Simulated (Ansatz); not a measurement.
CH7MoN3O can be A, `C[O][Mo](=[NH])(=[NH])[NH2]`, or B, `C[N]=[Mo]([NH2])([NH2])=[O]`.

Program: Ansatz. Geometries: PBE0-D4/def2-TZVP. ΔE: electronic, gas phase. CBS: MP2 limit from def2 TZ/QZ plus the TZ coupled-cluster correction, frozen cores. Functionals use def2-TZVPP. B3LYP here is the variant with VWN-RPA as its local correlation; programs differ in this. Elements past krypton have def2 core potentials. For Mo outer-core shells are correlated without core-valence functions, which leaves a few kJ/mol of doubt a bond. Each species was taken in one conformer, which may not be the lowest.

(1) Which is lower in electronic energy at CCSD(T)/CBS, and by how much? (Estimate.)

(2) Give E(B) − E(A) in kcal/mol with HF/def2-TZVPP, PBE-D4, r2SCAN-D4, ωB97M-V, B3LYP-D4, CCSD/def2-TZVPP, CCSD(T)/def2-TZVPP. (Best estimate.)

Largest T1 diagnostic: 0.022.

Answers

(1) The calculation gave: B, by 22.4 kcal/mol.

(2) Ansatz gave: HF/def2-TZVPP -20.2, PBE-D4 -25.0, r2SCAN-D4 -24.6, ωB97M-V -22.8, B3LYP-D4 -23.2, CCSD/def2-TZVPP -22.1, CCSD(T)/def2-TZVPP -22.8. None reverses the order clearly.

From PBE to PBE0 (25 % exact exchange), in def2-TZVPP and without D4, E(B) − E(A) moves by +0.8 kcal/mol. In def2-TZVPP, CCSD(T) changes the Hartree–Fock value by −2.5 kcal/mol (the triples alone add −0.7 kcal/mol) and MP2 by −5.6 kcal/mol.
